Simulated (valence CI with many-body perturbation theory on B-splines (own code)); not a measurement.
Values are calculated unless marked as measured or tabulated.
**Eu22+: what the settings do**

Method: valence CI with perturbative core correlation (CI+MBPT): five valence electrons over a frozen Dirac-Fock core [Kr], radial functions for each j: 6 s, 6 p, 5 d, 5 f, 1 g, with the one-electron correlation potential Σ1, the two-electron term Σ2, the three-electron term Σ3, Breit, model QED; selected CI, second order for the rest, scaled by the run's own slope (own B-spline code, finite nucleus).

No measured spectrum was set against this ion. As an estimate, terms of the open shell hold to 2 to 4 % of their energy, and close levels can change places. Among the levels kept, up to 480 cm⁻¹ of a level comes from second order outside the variational space, and about a tenth of that is noise between levels of different J, which matters for small intervals. Only levels of the ground parity were solved; by the run's estimate the other parity begins above the list, which can be wrong where configurations are misplaced.

The reference run has the lowest level (4d3/2^4 4d5/2) J=5/2 and an ionisation energy of 709.541 eV. Its largest variational space holds 9955 state functions.

Levels are named by their leading jj configuration (3d3/2^4 stands for four electrons in 3d with j = 3/2), which in mixed levels can hold well under half, so a name can repeat and another be missing. Letters in brackets count levels of one name in rising energy.

Changed runs:
A. core polarisation of operators on → off
B. factor on the speed of light 1 → 100; QED terms on → off
C. averaging of valence orbitals over low configurations on → off
D. correlating orbitals by l 3 3 3 3 1 → 0 0 0 0 0 (bad on purpose)

Excitation energies of the reference run in cm⁻¹, and shifts in cm⁻¹:

| Level | Reference | A | B | C | D |
| --- | --- | --- | --- | --- | --- |
| (4d3/2^3 4d5/2^2) J=5/2 [a] | 39716 | 0 |  | +4.4 | +892 |
| (4d3/2^3 4d5/2^2) J=7/2 [a] | 64648 | 0 | -2872 | +15 | +1247 |
| (4d3/2^3 4d5/2^2) J=3/2 [a] | 67241 | 0 |  | +0.6 | +1306 |
| (4d3/2^3 4d5/2^2) J=11/2 | 69678 | 0 | -7904 | +14 | +1109 |
| (4d3/2^3 4d5/2^2) J=9/2 | 75801 | 0 | -14026 | +18 | +1282 |
| (4d3/2^3 4d5/2^2) J=5/2 [b] | 77105 | 0 |  | +11 | +1195 |
| (4d3/2^3 4d5/2^2) J=1/2 | 82398 | 0 | -8515 | +1.4 | +1425 |
| (4d3/2^3 4d5/2^2) J=7/2 [b] | 93956 | 0 |  | +18 | +1869 |
| (4d3/2^2 4d5/2^3) J=5/2 [a] | 101342 | 0 |  | +4.8 | +1515 |
| (4d3/2^2 4d5/2^3) J=7/2 [a] | 110819 | 0 |  | +21 | +1520 |
| (4d3/2^2 4d5/2^3) J=11/2 | 114079 | 0 | -24317 | +22 | +1128 |
| (4d3/2^3 4d5/2^2) J=3/2 [b] | 115141 | 0 |  | -5.9 | +2056 |
| Ionisation energy (eV) | 709.541 | 0 | +9.555 | +0.007 | +0.018 |

A blank means that the level has no clear partner in that run.

No effect on these energies: A.
